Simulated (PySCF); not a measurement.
# Electron correlation in V (vanadium, neutral)

[Ar] 3d5, high-spin 6S determinant (an excited configuration). Calculation: PySCF 2.14, in ANO-RCC-VTZP (6s5p3d2f1g, 59 functions); scalar relativity by spin-free X2C-1e. Frozen: [Ne]; 13 electrons correlated.

```json
{"level": "CCSD", "correlation energy (mhartree)": "-433.91"}
{"level": "(T)", "correlation energy (mhartree)": "-14.76"}
{"level": "CCSD(T)", "correlation energy (mhartree)": "-448.67"}
```

Diagnostics: T1 = 0.014, D1 = 0.0305, largest double amplitude 0.047.

Cost of the coupled-cluster step: roughly 14 core-seconds, for 13 correlated electrons.

Iterations:

```
CC2 = 0
CCSD nocc = (np.int64(9), np.int64(4)), nmo = (54, 54)
frozen orbitals [[0, 1, 2, 3, 4], [0, 1, 2, 3, 4]]
max_cycle = 100
direct = 0
conv_tol = 1e-08
conv_tol_normt = 1e-06
diis_space = 8
diis_start_cycle = 0
Init t2, MP2 energy = -0.444354452172661
Init E_corr(UCCSD) = -0.44435445217756
cycle = 1  E_corr(UCCSD) = -0.421356307465142  dE = 0.0229981447  norm(t1,t2) = 0.0946957
cycle = 2  E_corr(UCCSD) = -0.435533275951683  dE = -0.0141769685  norm(t1,t2) = 0.0352019
cycle = 3  E_corr(UCCSD) = -0.433655851590892  dE = 0.00187742436  norm(t1,t2) = 0.0214578
cycle = 4  E_corr(UCCSD) = -0.433774976097285  dE = -0.000119124506  norm(t1,t2) = 0.00399876
cycle = 5  E_corr(UCCSD) = -0.433946619239294  dE = -0.000171643142  norm(t1,t2) = 0.000873097
cycle = 6  E_corr(UCCSD) = -0.433909279881855  dE = 3.73393574e-05  norm(t1,t2) = 0.000125868
cycle = 7  E_corr(UCCSD) = -0.433909744531451  dE = -4.64649597e-07  norm(t1,t2) = 1.78711e-05
cycle = 8  E_corr(UCCSD) = -0.433910700100803  dE = -9.55569352e-07  norm(t1,t2) = 4.74924e-06
cycle = 9  E_corr(UCCSD) = -0.433910713287964  dE = -1.31871608e-08  norm(t1,t2) = 9.34725e-07
cycle = 10  E_corr(UCCSD) = -0.433910667385241  dE = 4.59027233e-08  norm(t1,t2) = 1.78071e-07
cycle = 11  E_corr(UCCSD) = -0.433910670893117  dE = -3.50787627e-09  norm(t1,t2) = 3.17461e-08
UCCSD converged
E(UCCSD) = -948.4370653208119  E_corr = -0.4339106708931169
UCCSD(T) correction = -0.0147572038623503
```
